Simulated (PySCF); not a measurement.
# `F[SiH2][SiH2]N([SiH3])[SiH3]`: 4 charge schemes on one density

Compound: FH₁₀NSi₄.
Structure used (GFN2-xTB), in Å, numbered top down from 1:
```
atom  x, y, z in Å
F1     3.850    0.280   -0.250
Si2    2.517    0.009    0.630
Si3    0.770   -0.114   -0.855
N4    -0.724   -0.023    0.056
Si5   -1.329    1.516    0.603
Si6   -1.699   -1.447    0.283
H7     2.883   -1.207    1.361
H8     2.553    1.118    1.586
H9     0.725   -1.374   -1.615
H10    0.730    0.955   -1.868
H11   -2.488    1.915   -0.200
H12   -1.710    1.381    2.009
H13   -0.239    2.481    0.459
H14   -2.520   -1.242    1.474
H15   -0.781   -2.570    0.474
H16   -2.546   -1.668   -0.891
```

Density: PBE0/pcSseg-1 (PySCF); schemes: Mulliken, IAO, Hirshfeld and ESP-fitted. Geometry: GFN2-xTB, one conformer, isolated molecule.

Problem. Tabulate the Mulliken, IAO, Hirshfeld and ESP-fitted charges.

Solution. In e; atoms taken as equivalent share a row and are averaged (×n: the atom named and its like, n in all):

```csv
atom,environment,Mulliken,IAO,Hirshfeld,ESP-fitted
F1,silicon-bound fluorine,-0.442,-0.554,-0.221,-0.309
Si2,fluorine-bound silicon,+0.719,+0.788,+0.337,+0.489
Si3,SiH2 silicon,+0.377,+0.577,+0.290,+0.280
N4,nitrogen bridging silicon atoms,-1.091,-1.042,-0.350,-0.492
Si5/Si6,SiH3 silicon,+0.647,+0.740,+0.347,+0.482
H7/H8,Si–H hydrogen,-0.107,-0.125,-0.075,-0.095
H9/H10,Si–H hydrogen,-0.048,-0.106,-0.071,-0.060
H11 (×6),Si–H hydrogen,-0.091,-0.131,-0.077,-0.103
```

Mean size of the charges over all atoms: IAO 0.356 e, Mulliken 0.299 e, ESP-fitted 0.217 e, Hirshfeld 0.165 e. Each set sums to the total charge, 0, to within 0.001 e. The ESP scheme is a least-squares fit of atom-centred charges to the potential on four shells outside the van der Waals surface, with the total charge fixed.

Lowest charge. All schemes agree: Mulliken N4 (-1.091); IAO N4 (-1.042); Hirshfeld N4 (-0.350); ESP-fitted N4 (-0.492).

Highest charge. The schemes don't all agree: Mulliken Si2 (+0.719); IAO Si2 (+0.788); Hirshfeld Si5/Si6 (+0.347); ESP-fitted Si2 (+0.489).

Problem. How closely do the schemes follow one another over all atoms?

Solution. Correlation coefficient and root-mean-square difference: Hirshfeld with ESP-fitted 0.99, 0.076 e; Mulliken with IAO 0.99, 0.077 e; IAO with ESP-fitted 0.99, 0.207 e; IAO with Hirshfeld 0.99, 0.275 e; Mulliken with ESP-fitted 0.97, 0.176 e; Mulliken with Hirshfeld 0.96, 0.242 e.

Problem. How many electrons does the IAO scheme count on Si3?

Solution. Z − q = 14 − (+0.577) = 13.423.

The run behind these numbers computed NMR shieldings as well. Time: 32 s wall (with the writing of density and orbital grids); peak memory 0.82 GiB. Hardware: one thread, Arm Neoverse V1 (aarch64), shared host with 32 logical CPUs at a one-minute load of 11.
